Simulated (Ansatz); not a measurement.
Input for Ansatz (an electronic-structure program): U-CCSD(T)/def2-SVPD on F2Mg (SMILES [F][Mg][F]), a point of a bond scan (R = 5.603 Å).

Ansatz 0.2 input:
```yaml
crystal:
  periodic: [false, false, false]
  atoms:
    - {symbol: Mg, position_ang: [0.00000000, 0.00000000, 0.00000000]}
    - {symbol: F, position_ang: [0.00000000, 0.00000000, 5.60321933]}
    - {symbol: F, position_ang: [-0.00000000, -0.00000000, -1.75100604]}
basis:
  gaussian:
    orbitals: def2-SVPD
correlation: {method: ccsd_t, electrons: outside_noble_gas}
scf: {omitted_lower_state_checks: [cluster_reference]}
magnetization: {spin_polarized: true, initial_magnetization: 0}
```

Program output:

```
WARN ansatz: RAYON_NUM_THREADS=1 ignored (pool sized by the plan → 1); use --threads N
Functional definition: HF
these checks for a lower state are left out or cut short: cluster_reference
integrals: 0.06 GiB planned
602 factors; integrals over basis functions are off by at most 4.7e-4 eV
mean field: 0.17 GiB planned
mean field evaluation 1: about -10828.7794 eV, gradient 3.6e1 eV
mean field evaluation 2: about -10828.8068 eV, gradient 3.6e1 eV
mean field evaluation 4: about -10832.0417 eV, gradient 2.0e1 eV
mean field evaluation 8: about -10833.5509 eV, gradient 4.1e-1 eV
mean field evaluation 16: about -10833.5710 eV, gradient 3.9e-6 eV
mean field evaluation 32: about -10836.8132 eV, gradient 5.2e-2 eV
mean field evaluation 64: about -10836.8123 eV, gradient 7.8e-4 eV
mean field evaluation 96: about -10836.8123 eV, gradient 5.3e-4 eV
mean field evaluation 128: about -10836.8130 eV, gradient 5.1e-3 eV
mean field evaluation 160: about -10836.8132 eV, gradient 8.5e-4 eV
mean field evaluation 192: about -10836.8123 eV, gradient 3.2e-6 eV
mean field evaluation 224: about -10831.2936 eV, gradient 6.6e-1 eV
mean field evaluation 256: about -10836.7904 eV, gradient 1.2e-1 eV
mean field evaluation 288: about -10833.5710 eV, gradient 1.7e-4 eV
mean field -10836.81321358 eV, -398.2455401432 hartree, gradient 1.1e-10 eV, S^2 1.003731; 13 other end points of the search recorded, 0 dependent functions left out
7 core orbitals not correlated
reference -10836.81321358 eV, -398.2455401432 hartree; 8, 8 occupied and 52, 52 virtual orbitals, 602 factors
second order -9.91670748 eV of doubles, -0.00000000 eV of singles
coupled cluster: 0.20 GiB planned
cycle   1  -9.98841550 eV  change   -7.2e-2 eV  update   8.5e-2
cycle   2  -10.19429412 eV  change   -2.1e-1 eV  update   2.6e-2
cycle   3  -10.26061077 eV  change   -6.6e-2 eV  update   1.5e-2
cycle   4  -10.26418814 eV  change   -3.6e-3 eV  update   4.5e-3
cycle   5  -10.26051665 eV  change    3.7e-3 eV  update   2.6e-3
cycle   6  -10.26062952 eV  change   -1.1e-4 eV  update   1.6e-3
cycle   7  -10.26179258 eV  change   -1.2e-3 eV  update   1.2e-3
cycle   8  -10.26224828 eV  change   -4.6e-4 eV  update   9.2e-4
cycle   9  -10.26202104 eV  change    2.3e-4 eV  update   5.7e-4
cycle  10  -10.26193598 eV  change    8.5e-5 eV  update   2.0e-4
cycle  11  -10.26187735 eV  change    5.9e-5 eV  update   1.0e-4
cycle  12  -10.26187988 eV  change   -2.5e-6 eV  update   5.5e-5
cycle  13  -10.26190350 eV  change   -2.4e-5 eV  update   3.6e-5
cycle  14  -10.26190757 eV  change   -4.1e-6 eV  update   3.1e-5
cycle  15  -10.26191776 eV  change   -1.0e-5 eV  update   2.7e-5
cycle  16  -10.26191800 eV  change   -2.4e-7 eV  update   2.1e-5
cycle  17  -10.26191150 eV  change    6.5e-6 eV  update   1.5e-5
coupled cluster: 0.20 GiB planned
perturbative correction -0.17398725 eV, -0.0063939136 hartree
Total energy: -10847.24911233 eV, -398.6290523486 hartree
Checks for a lower state left out: cluster_reference
```

The calculation finished and met its thresholds. Its determinant has ⟨S²⟩ = 1.00, a mixture of spin states.

Cost: around 13 core-seconds (rough).
